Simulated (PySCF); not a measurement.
C3HBrClF, SMILES BrC(Cl)=C=CF.

The structure is a stationary point at B3LYP-D3(BJ)/def2-SVP. This is a generated structure with no PubChem entry under its InChIKey; it may be hypothetical.

Two levels are set side by side: PBE/def2-TZVP (PySCF) and r2SCAN/def2-TZVP (PySCF). Same geometry, gas phase. Differences are taken from unrounded values.

```json
[
 {"quantity": "orbital gap (eV)", "r2SCAN": "4.67"},
 {"quantity": "highest occupied level (eV)", "r2SCAN": "-6.90"},
 {"quantity": "lowest empty level (eV)", "r2SCAN": "-2.23"},
 {"quantity": "dipole moment (D)", "r2SCAN": "1.27"},
 {"quantity": "mean polarisability (bohr³)", "r2SCAN": "74.0"}
]
```

Problem. What does PBE give, and how far is it from r2SCAN? (Estimate from the structure and the level; the computed values follow.)

Solution. 
| quantity | PBE | PBE minus r2SCAN |
|---|---|---|
| orbital gap (eV) | 4.29 | -0.38 |
| highest occupied level (eV) | -6.65 | 0.25 |
| lowest empty level (eV) | -2.36 | -0.13 |
| dipole moment (D) | 1.18 | -0.09 |
| mean polarisability (bohr³) | 75.5 | 1.5 |

Rough cost on one machine, each run with all the roots and properties that it gave: r2SCAN against PBE about 4 times.
